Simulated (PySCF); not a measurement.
System: 1-iodocyclopenta-1,3-diene, C₅H₅I, charge 0, multiplicity 1. SMILES: IC1=CC=CC1
Structure (B3LYP-D3(BJ)/def2-TZVP (Ansatz) minimum search):
```xyz
11

I      1.3205     0.1347     0.0800
C     -0.7513    -0.0123    -0.0640
C     -1.6083     0.9583    -0.4204
C     -2.9665     0.4098    -0.3848
C     -2.9260    -0.8799    -0.0100
C     -1.4988    -1.2801     0.2336
H     -1.3539     1.9721    -0.6893
H     -3.8535     0.9773    -0.6279
H     -3.7653    -1.5484     0.1069
H     -1.1788    -2.1002    -0.4174
H     -1.3298    -1.6169     1.2616
```

Dispersion corrections to the total energy (kcal/mol) from the dftd3 and dftd4 libraries through PySCF: D3(BJ) without and D4 with the three-body term, each with the damping fitted for the functional named.

```
functional  D3(BJ)      D4
----------  ------  ------
revPBE      -18.03  -22.45
LC-wPBE      -7.16   -8.14
HSE06        -5.13   -5.77
B3LYP       -12.96  -11.81
BP86        -12.20     [?]
BLYP        -15.81     [?]
CAM-B3LYP      [?]   -6.30
```

Complete the blanks.


- BP86, D4: -9.96
- BLYP, D4: -16.12
- CAM-B3LYP, D3(BJ): -6.07
